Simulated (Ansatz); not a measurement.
`[CH3][Ge]([CH3])([CH3])[Cl]`. Charge 0, multiplicity 1. The geometry is a stationary point of PBE0-D4/def2-TZVP.

```xyz
14

C    -0.193   -1.389   -1.247
Ge   -0.256    0.220   -0.156
C    -0.877   -0.125    1.655
C     1.412    1.220   -0.199
Cl   -1.757    1.512   -1.073
H    -1.170   -1.874   -1.256
H     0.543   -2.088   -0.844
H     0.083   -1.138   -2.271
H    -1.850   -0.615    1.630
H    -0.970    0.812    2.204
H    -0.169   -0.772    2.178
H     2.215    0.630    0.249
H     1.306    2.151    0.358
H     1.682    1.456   -1.229
```

Q: What is the dipole moment at r2SCAN/def2-TZVPP? (Estimate.)

A: The calculation gave: 2.82 D, with components (1.94, -1.67, 1.18) D in this frame, pointing from negative to positive charge.

Q: And with PBE, B3LYP, ωB97M-V? (Best estimate.)

A: Computed: PBE 2.72 D, B3LYP 2.78 D, ωB97M-V 2.79 D.

Q: Give the Mulliken charges with r2SCAN, PBE, ωB97M-V in def2-TZVPP. (Best estimate.)

A: Computed: 
| atom | r2SCAN | PBE | ωB97M-V |
| --- | --- | --- | --- |
| C1 | -0.28 | -0.36 | -0.43 |
| Ge2 | 0.50 | 0.47 | 0.46 |
| C3 | -0.28 | -0.36 | -0.43 |
| C4 | -0.28 | -0.36 | -0.43 |
| Cl5 | -0.38 | -0.36 | -0.34 |
| H6 | 0.08 | 0.11 | 0.13 |
| H7 | 0.08 | 0.10 | 0.12 |
| H8 | 0.08 | 0.11 | 0.13 |
| H9 | 0.08 | 0.11 | 0.13 |
| H10 | 0.08 | 0.11 | 0.13 |
| H11 | 0.08 | 0.10 | 0.12 |
| H12 | 0.08 | 0.10 | 0.12 |
| H13 | 0.08 | 0.11 | 0.13 |
| H14 | 0.08 | 0.11 | 0.13 |

B3LYP here is the variant with VWN-RPA as its local correlation; programs differ in this.
